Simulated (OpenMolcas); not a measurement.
**What dynamic correlation does to the levels of Zr I**

* Program: OpenMolcas 26.06
* Basis: ANO-RCC-VQZP [8s7p5d3f2g1h]
* Scalar Hamiltonian: DKH2, point nucleus
* Active space: 2 electrons in 5 orbitals (4d)
* State averaging: 2S+1 = 3 even, 10 roots; 2S+1 = 1 even, 15 roots
* Spin-orbit coupling: state interaction with AMFI integrals over the reference wave functions, term energies averaged over their components

Methods on the same reference wave functions:
A. CASSCF
B. SS-CASPT2, IPEA 0.25 Eh, imaginary shift 0.1 Eh (closed shells correlated: 4s 4p 5s)

Energies in eV above 4d2 5s2 3F2, the measured ground level; measured values from NIST Handbook of Basic Atomic Spectroscopic Data.

| Level | A | B | Measured |
| --- | --- | --- | --- |
| 4d2 5s2 3F2 | 0.0000 | 0.0000 | 0.0000 |
| 4d2 5s2 3F3 | 0.0727 | 0.0764 | 0.0707 |
| 4d2 5s2 3F4 | 0.1622 | 0.1653 | 0.1538 |
| 4d2 5s2 1D2 | 1.0233 | 0.581 |  |
| 4d2 5s2 3P0 | 1.1558 | 0.911 | 0.5203 |
| 4d2 5s2 3P1 | 1.1833 | 0.942 | 0.5426 |
| 4d2 5s2 3P2 | 1.2490 | 0.997 |  |
| 4d2 5s2 1G4 | 1.5425 | 1.178 | 0.9990 |
| 4d2 5s2 1S0 | 3.6509 | 2.449 |  |

Deviations, from unrounded energies. A percentage is the sum of absolute deviations over the sum of measured energies, with the sign that they share, or ± where signs differ.

```tsv
Against measurement	Levels	A	B
mean absolute deviation (cm-1)	5	3000	1600
fine structure of the ground term (%)	2	+4.6	+7.6
other terms of the ground configuration (%)	3	+88.3	+47.0
```

B lies closest to measurement on these levels. The largest miss of B in the table is 4d2 5s2 3P1, by +3200 cm-1. The ranking rests on the paired levels alone, and a cruder setting can come out closer through cancelling errors.

From A to B the spin-free energies of the other terms of 4d2 5s2 shown, above 3F, scale by factors of 0.51 to 0.78.

The lowest spin-free term lies below A's lowest term by 0.358 hartree in B.

CASPT2 does not keep the components of a term degenerate, so their means are used; among the terms shown or strongly mixed into the levels shown the widest spread is 700 cm-1 (4d2 5s2 1G, B). With the s shell closed, the reference lacks s² → p², s² → d² and s → d mixing, so excited terms can stand far too high and out of order, with CASPT2 too. Without dynamic correlation excited terms often stand tens of per cent too high (terms of higher spin than the ground term too low), and those without a measured partner can miss by more than the paired ones (holds for A). Some terms miss by over 15 % even with CASPT2, which points to a basis or an active space too small for the shells correlated (holds for B). Measured partners are found by configuration, term and J. A level has none where our copy of the source lacks it or the pairing is in doubt (some pairs that miss far off the trend of their configuration count as doubtful), and it then counts in no deviation. Only configurations of the active space appear.
